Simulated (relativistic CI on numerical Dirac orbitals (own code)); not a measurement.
## d5 in a ligand field

Computed with a parametric ligand-field model of a d^n configuration (Racah B and C, spin-orbit zeta, crystal field), exact diagonalisation.

Field parameters in Wybourne normalisation: D3d B²₀ = −7Dσ, B⁴₀ = −14Dq − 21Dτ, B⁴₃ = −14√(10/7) Dq; D4h B²₀ = −7Ds, B⁴₀ = 21(Dq − Dt), B⁴₄ = 21√(5/14) Dq; Oh B⁴₀ = 21Dq, B⁴₄ = √(5/14) B⁴₀. The field is a parameter set, without covalency.

**Question.** Ground term and bands for B = 1010, C = 4170, ζ = 0 cm⁻¹, Oh, 10Dq = 25150 cm⁻¹?

**Answer.** Ground term 6A1 with 2.00 electrons in the two orbitals of the cubic e set. Spin-allowed: none. Lowest spin-forbidden: 2T2 3280 cm⁻¹ (3049 nm), 4T1 9230 cm⁻¹ (1083 nm), 4T2 16289 cm⁻¹ (614 nm). A high-spin d5 ion has no spin-allowed d-d band, hence its pale colour.

**Question.** Ground term and bands for B = 660, C = 3220, ζ = 0 cm⁻¹, Oh, 10Dq = 5000 cm⁻¹?

**Answer.** Ground term 6A1 with 2.00 electrons in the two orbitals of the cubic e set. Spin-allowed: none. Lowest spin-forbidden: 4T1 19723 cm⁻¹ (507 nm), 4T2 21850 cm⁻¹ (458 nm), 4A1+E 22700 cm⁻¹ (441 nm). A high-spin d5 ion has no spin-allowed d-d band, hence its pale colour.

**Question.** Ground term and bands for B = 960, C = 3450, ζ = 0 cm⁻¹, D4h, 10Dq = 33500, Ds = -1500, Dt = 630 cm⁻¹?

**Answer.** Ground term 2E with 0.05 electrons in the two orbitals of the cubic e set. Spin-allowed: 2B2 6996 cm⁻¹ (1429 nm), 2A2 24475 cm⁻¹ (409 nm), 2B1 25154 cm⁻¹ (398 nm), 2B2 26875 cm⁻¹ (372 nm). Lowest spin-forbidden: 4A2 11937 cm⁻¹ (838 nm), 6A1 15639 cm⁻¹ (639 nm), 4B2 16317 cm⁻¹ (613 nm).

**Question.** Ground term and bands for B = 940, C = 4110, ζ = 0 cm⁻¹, D3d, 10Dq = 25000, Dσ = 1200, Dτ = -240 cm⁻¹?

**Answer.** Ground term 6A1 with 2.00 electrons in the two orbitals of the cubic e set. Spin-allowed: none. Lowest spin-forbidden: 2A1 3399 cm⁻¹ (2942 nm), 2E 3591 cm⁻¹ (2785 nm), 4E 8890 cm⁻¹ (1125 nm). A high-spin d5 ion has no spin-allowed d-d band, hence its pale colour.

**Question.** Ground term and bands for B = 370, C = 1840, ζ = 0 cm⁻¹, D4h, 10Dq = 32000, Ds = -1500, Dt = -460 cm⁻¹?

**Answer.** Ground term 2E with 0.01 electrons in the two orbitals of the cubic e set. Spin-allowed: 2B2 2124 cm⁻¹, 2E 30304 cm⁻¹ (330 nm), 2B1 31450 cm⁻¹ (318 nm), 2A1 31732 cm⁻¹ (315 nm). Lowest spin-forbidden: 4E 23780 cm⁻¹ (421 nm), 4B2 23913 cm⁻¹ (418 nm), 4A2 29298 cm⁻¹ (341 nm).
